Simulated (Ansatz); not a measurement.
System: CH4BO2, net charge 0, doublet state. It need not be the lowest isomer of its formula. 
Coordinates optimised at B3LYP-D3(BJ)/def2-TZVP (Ansatz, an electronic-structure program):
SMILES: OB(O)[CH2]
```xyz
8

C      1.3854    -0.6544     0.0134
B     -0.0010     0.0148     0.0055
O     -1.1450    -0.6042    -0.4489
O     -0.1181     1.2959     0.4729
H      2.2644    -0.1372     0.3784
H      1.5649    -1.6645    -0.3386
H     -1.0075    -1.5006    -0.7654
H     -1.0240     1.6218     0.4252
```
Charge 0, spin multiplicity 2.

Basis-set convergence of Hartree-Fock and CCSD(T) correlation energies (hartree) with Ansatz. Correlated levels leave the core frozen unless marked. UHF or UKS for open shells. Spin-orbit coupling is left out. No relativistic terms.

```
basis    functions       E(HF)  E(corr, CCSD(T))
-------  ---------  ----------  ----------------
cc-pVDZ         76  -214.70574          -0.61388
cc-pVTZ        176  -214.77689          -0.76991
cc-pVQZ        340  -214.79327          -0.82057
```

Extrapolating the two largest sets (X = 3 and 4) as X^-3: E(corr) = (64·(-0.82057) - 27·(-0.76991))/37 = -0.8575 Eh, an estimate of the basis-set limit. The largest set recovers 95.7 % of it, the smallest 71.6 %.
